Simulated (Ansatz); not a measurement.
Compare A (`C1CCCCCC1`) with its isomer B (`CCC1CCCC1`).

Program: Ansatz. Geometries: PBE0-D4/def2-TZVP. ΔE: electronic, gas phase. CCSD(T)/CBS is the MP2 limit (def2-TZVPP, def2-QZVPP) plus CCSD(T) − MP2 in def2-TZVPP, frozen cores. DFT in def2-TZVPP. Each species was taken in one conformer, which may not be the lowest.

Problem. Which is lower in electronic energy at CCSD(T)/CBS, and by how much? (An estimate is asked.)

Solution. The calculation gave: B, by 5.7 kJ/mol.

Problem. Give E(B) − E(A) in kJ/mol with ωB97M-V, CCSD/def2-TZVPP, BLYP-D4, LDA (SPW92), CCSD(T)/def2-SVP, PBE-D4, MP2/def2-TZVPP. (Best estimate.)

Solution. Ansatz gave: ωB97M-V -6.0, CCSD/def2-TZVPP -6.6, BLYP-D4 -2.2, LDA (SPW92) -0.9, CCSD(T)/def2-SVP -2.4, PBE-D4 -5.0, MP2/def2-TZVPP -8.4. None reverses the order clearly.

Largest T1 diagnostic: 0.009.

The D4 term adds +5.0 kJ/mol with B3LYP and +2.8 kJ/mol with PBE0; it sums over pairs of atoms, weighted by their polarisabilities, and B3LYP, whose exchange is more repulsive, gets the larger term. At CCSD(T), def2-SVP lies +3.4 kJ/mol from the extrapolated value and def2-TZVPP −0.9 kJ/mol.

B3LYP here is the variant with VWN-RPA as its local correlation; programs differ in this.
